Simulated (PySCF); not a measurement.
Species: ReO3(NH2) (singlet state).
SMILES: `[NH2][Re](=[O])(=[O])=[O]`

Method used: TDDFT wB97X-D/def2-SVPD, vertical, gas phase, core orbitals frozen in the response, def2 core potentials past Kr in PySCF. Geometry: PBE0-D3(BJ)/def2-SVP; no solvent, vibrations or thermal averaging. Spin–orbit coupling is left out.

```json
{"state": "S1", "E (eV)": "4.50", "λ (nm)": "275.8", "ν̃ (cm⁻¹)": "36260", "f": "0.0018", "|μ| (D)": "0.32", "main configurations (H = HOMO, L = LUMO)": "H→L (90%)"}
{"state": "S2", "E (eV)": "4.63", "λ (nm)": "267.8", "ν̃ (cm⁻¹)": "37350", "f": "0.0016", "|μ| (D)": "0.31", "main configurations (H = HOMO, L = LUMO)": "H-1→L (55%), H-2→L (34%)"}
{"state": "S3", "E (eV)": "4.96", "λ (nm)": "250.0", "ν̃ (cm⁻¹)": "40000", "f": "0.0003", "|μ| (D)": "0.14", "main configurations (H = HOMO, L = LUMO)": "H-3→L (52%), H-1→L+1 (33%)"}
{"state": "S4", "E (eV)": "5.06", "λ (nm)": "245.2", "ν̃ (cm⁻¹)": "40780", "f": "0.012", "|μ| (D)": "0.78", "main configurations (H = HOMO, L = LUMO)": "H-2→L (53%), H-1→L (23%)"}
{"state": "S5", "E (eV)": "5.21", "λ (nm)": "237.9", "ν̃ (cm⁻¹)": "42040", "f": "0.0019", "|μ| (D)": "0.31", "main configurations (H = HOMO, L = LUMO)": "H-1→L+1 (49%), H-3→L (32%), H-2→L+1 (10%)"}
{"state": "S6", "E (eV)": "5.48", "λ (nm)": "226.2", "ν̃ (cm⁻¹)": "44200", "f": "0.041", "|μ| (D)": "1.40", "main configurations (H = HOMO, L = LUMO)": "H→L+1 (53%), H-3→L+1 (14%), H-1→L (11%)"}
{"state": "S7", "E (eV)": "5.55", "λ (nm)": "223.3", "ν̃ (cm⁻¹)": "44780", "f": "0.0022", "|μ| (D)": "0.32", "main configurations (H = HOMO, L = LUMO)": "H-4→L (46%), H-2→L+1 (46%)"}
{"state": "S8", "E (eV)": "5.87", "λ (nm)": "211.2", "ν̃ (cm⁻¹)": "47340", "f": "0.048", "|μ| (D)": "1.47", "main configurations (H = HOMO, L = LUMO)": "H-3→L+1 (58%), H→L+1 (28%)"}
{"state": "S9", "E (eV)": "6.28", "λ (nm)": "197.4", "ν̃ (cm⁻¹)": "50660", "f": "0.010", "|μ| (D)": "0.66", "main configurations (H = HOMO, L = LUMO)": "H-4→L+1 (64%), H→L+2 (10%)"}
{"state": "S10", "E (eV)": "6.30", "λ (nm)": "196.8", "ν̃ (cm⁻¹)": "50810", "f": "0.030", "|μ| (D)": "1.11", "main configurations (H = HOMO, L = LUMO)": "H-4→L (31%), H-2→L+1 (26%)"}
```

Triplets, Tamm–Dancoff:

```csv
state,E (eV),λ (nm),"main configurations (H = HOMO, L = LUMO)"
T1,4.09,302.9,"H→L (76%), H-3→L (10%)"
T2,4.20,295.1,H-1→L (86%)
T3,4.37,284.0,"H→L+1 (69%), H-2→L (18%)"
T4,4.44,279.3,"H-2→L (71%), H→L+1 (17%)"
```

The lowest singlet comes at 276 nm (434 kJ/mol) in the ultraviolet; it is very weak; its leading configuration is HOMO→LUMO (90%). The most intense listed level is S8 at 5.87 eV (211 nm, f = 0.048), 1.37 eV above S1. For S1 the Löwdin share of rhenium is at most 6% in HOMO and 51% in LUMO (ligand-to-metal charge transfer by this measure); for S8 the Löwdin share of rhenium is 10% in HOMO-3 and 52% in LUMO+1 (ligand-to-metal charge transfer by this measure). Orbital energies (eV): HOMO-3 -11.84, HOMO-2 -11.79, HOMO-1 -11.46, HOMO -10.96, LUMO -1.29, LUMO+1 -0.77, LUMO+2 0.64. Weighted by f, the mean energy of these states is 5.77 eV. The vertical ionisation energy (ΔSCF) is 11.28 eV, 4.98 eV above S10. The window holds the lowest 10 singlets.
